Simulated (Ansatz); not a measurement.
Start from `[SiH3][AlH][GeH3]` and change one atom or group to get `[SiH3][AlH][SnH3]`.

Ansatz, PBE0-D4/def2-TZVP geometries, multiplicity 1. 

Elements past krypton have def2 core potentials. Scalar relativity is left out up to krypton.

```csv
property,`[SiH3][AlH][GeH3]`
HOMO energy (B3LYP/def2-TZVPP) / eV,-7.10
HOMO energy (ωB97M-V/def2-TZVPP) / eV,-9.21
HOMO–LUMO gap (PBE0/def2-TZVPP) / eV,4.91
HOMO–LUMO gap (ωB97M-V/def2-TZVPP) / eV,8.48
HOMO–LUMO gap (B3LYP/def2-TZVPP) / eV,4.55
LUMO energy (PBE0/def2-TZVPP) / eV,-2.37
```

Question: What does the change do to each property? (Estimate.)

Answer: The calculation gave: 
| property | `[SiH3][AlH][SnH3]` | shift |
| --- | --- | --- |
| HOMO energy (B3LYP/def2-TZVPP) / eV | -6.98 | 0.12 |
| HOMO energy (ωB97M-V/def2-TZVPP) / eV | -9.05 | 0.16 |
| HOMO–LUMO gap (PBE0/def2-TZVPP) / eV | 4.66 | -0.25 |
| HOMO–LUMO gap (ωB97M-V/def2-TZVPP) / eV | 8.19 | -0.29 |
| HOMO–LUMO gap (B3LYP/def2-TZVPP) / eV | 4.31 | -0.24 |
| LUMO energy (PBE0/def2-TZVPP) / eV | -2.50 | -0.13 |

With PBE0 the HOMO rises by 0.13 eV and the LUMO falls by 0.13 eV, so the gap narrows by about 0.26 eV. PBE moves the HOMO by 0.08 eV and ωB97M-V by 0.16 eV.

B3LYP here is the variant with VWN-RPA as its local correlation; programs differ in this.
